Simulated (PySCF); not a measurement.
# Shifts of the heteroatoms

Molfile (atoms numbered from 1):
```
C4H13NSi3
     RDKit          3D

 21 21  0  0  0  0  0  0  0  0999 V2000
    3.4687   -0.0217    0.7407 C   0  0  0  0  0  0  0  0  0  0  0  0
    2.6530   -0.7494   -0.0122 C   0  0  0  0  0  0  0  0  0  0  0  0
    1.3542   -0.3367   -0.5354 C   0  0  2  0  0  0  0  0  0  0  0  0
    1.0376    1.1697   -0.7250 C   0  0  0  0  0  0  0  0  0  0  0  0
    0.0233    0.3694    0.6252 Si  0  0  1  0  0  4  0  0  0  0  0  0
   -1.6447   -0.0329    0.3533 N   0  0  0  0  0  0  0  0  0  0  0  0
   -2.1190   -1.6439   -0.1342 Si  0  0  0  0  0  4  0  0  0  0  0  0
   -2.8693    1.1998    0.5231 Si  0  0  0  0  0  4  0  0  0  0  0  0
    3.2356    0.9884    1.0310 H   0  0  0  0  0  0  0  0  0  0  0  0
    4.4072   -0.4110    1.0947 H   0  0  0  0  0  0  0  0  0  0  0  0
    2.9405   -1.7652   -0.2591 H   0  0  0  0  0  0  0  0  0  0  0  0
    1.0116   -0.9632   -1.3517 H   0  0  0  0  0  0  0  0  0  0  0  0
    1.8533    1.8375   -0.4894 H   0  0  0  0  0  0  0  0  0  0  0  0
    0.5915    1.4164   -1.6795 H   0  0  0  0  0  0  0  0  0  0  0  0
    0.3463    0.5815    2.0257 H   0  0  0  0  0  0  0  0  0  0  0  0
   -3.4077   -1.9384    0.4927 H   0  0  0  0  0  0  0  0  0  0  0  0
   -1.0834   -2.5633    0.3315 H   0  0  0  0  0  0  0  0  0  0  0  0
   -2.2472   -1.6909   -1.5944 H   0  0  0  0  0  0  0  0  0  0  0  0
   -3.6320    0.9351    1.7457 H   0  0  0  0  0  0  0  0  0  0  0  0
   -3.7531    1.1543   -0.6416 H   0  0  0  0  0  0  0  0  0  0  0  0
   -2.1751    2.4814    0.6130 H   0  0  0  0  0  0  0  0  0  0  0  0
  1  2  2  0
  2  3  1  0
  3  4  1  0
  4  5  1  0
  5  6  1  0
  6  7  1  0
  6  8  1  0
  5  3  1  0
  1  9  1  0
  1 10  1  0
  2 11  1  0
  3 12  1  6
  4 13  1  0
  4 14  1  0
  5 15  1  1
  7 16  1  0
  7 17  1  0
  7 18  1  0
  8 19  1  0
  8 20  1  0
  8 21  1  0
M  END
```

Computational details: σ from GIAO-PBE0/pcSseg-1, coordinates at the GFN2-xTB level, in PySCF 2.14.0 with density-fitted response routines (no relativistic terms, a single conformation, in vacuum, equivalent nuclei averaged).

Q: Predict the 29Si NMR data.

A: 
```
  atoms                                        environment  σ (ppm)  δ (ppm)
Si7/Si8                           silicon bonded to N, 3 H    396.4    -45.9
    Si5  silicon bonded to 2 C, N, H, in a 3-membered ring    416.9    -62.7
```

Shieldings were converted by a linear fit to measured shifts: 29Si (scatter 8.9 ppm rms, 25.8 ppm with the 6 outliers that the fit left out vs TMS, solution or neat liquid). Occasional misses reach two or three times the rms, and more in compound classes unlike the fitted ones.

On a 400 MHz spectrometer 29Si resonates near 79.5 MHz, so 1 ppm is 79.5 Hz.

Q: What are the 15N shifts?

A: 
```csv
atoms,environment,σ (ppm),δ (ppm)
N6,nitrogen bonded to 3 Si,280.0,-406.1
```

Shieldings were converted by a linear fit to measured shifts: 15N (scatter 6.3 ppm rms vs CH3NO2, solution or neat liquid). Occasional misses reach two or three times the rms, and more in compound classes unlike the fitted ones.

On a 400 MHz spectrometer 15N resonates near 40.5 MHz, so 1 ppm is 40.5 Hz.
